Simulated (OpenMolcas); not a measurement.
**O I: effect of the active space**

| Property | Result |
| --- | --- |
| Program | OpenMolcas |
| Method | CASSCF |
| Basis | ANO-RCC-VDZP |
| Scalar Hamiltonian | DKH2, point nucleus |
| Spin-orbit coupling | RASSI with atomic mean-field integrals over the reference wave functions, term energies averaged over their components |

A. 4 electrons in 3 orbitals (2p); 2S+1 = 3 even, 3 roots; 2S+1 = 1 even, 6 roots; cost of the order of 2.5 core-seconds
B. 6 electrons in 4 orbitals (2s 2p); 2S+1 = 3 even, 3 roots; 2S+1 = 1 even, 6 roots; cost about 7 core-seconds

Energies in cm⁻¹ above 2s² 2p⁴ ³P₂, the measured ground level; measured values from NIST Handbook of Basic Atomic Spectroscopic Data.

```
      Level      A      B  Measured
2s² 2p⁴ ³P₂    0.0    0.0       0.0
2s² 2p⁴ ³P₁    152    152       158
2s² 2p⁴ ³P₀    226    226       227
2s² 2p⁴ ¹D₂  17611  17607     15868
2s² 2p⁴ ¹S₀  43670  31858     33793
```

Deviations, from unrounded energies. A percentage is the sum of absolute deviations over the sum of measured energies, with the sign that they share, or ± where signs differ.

| Against measurement | Levels | A | B |
| --- | --- | --- | --- |
| mean absolute deviation (cm-1) | 4 | 2900 | 920 |
| fine structure of the ground term (%) | 2 | -1.8 | -1.9 |
| other terms of the ground configuration (%) | 2 | +23.4 | ±7.4 |

B lies closest to measurement on these levels. The largest miss of B in the table is 2s² 2p⁴ ¹S₀, by -1900 cm-1. The ranking rests on the paired levels alone, and a cruder setting can come out closer through cancelling errors.

Between A and B the level of the table that moves most is 2s² 2p⁴ ¹S₀, by 12000 cm-1 (lowest in B, highest in A).

Without dynamic correlation excited terms often stand tens of per cent too high (terms of higher spin than the ground term too low), and those without a measured partner can miss by more than the paired ones. With the s shell closed, the reference lacks s² → p² mixing (holds for A). Computed and measured levels are paired by configuration, term and J; levels that our copy of the source lacks, or whose pairing is in doubt (as where it misses far off the trend of its configuration), stay unpaired and out of the deviations. Only configurations of the active space appear.
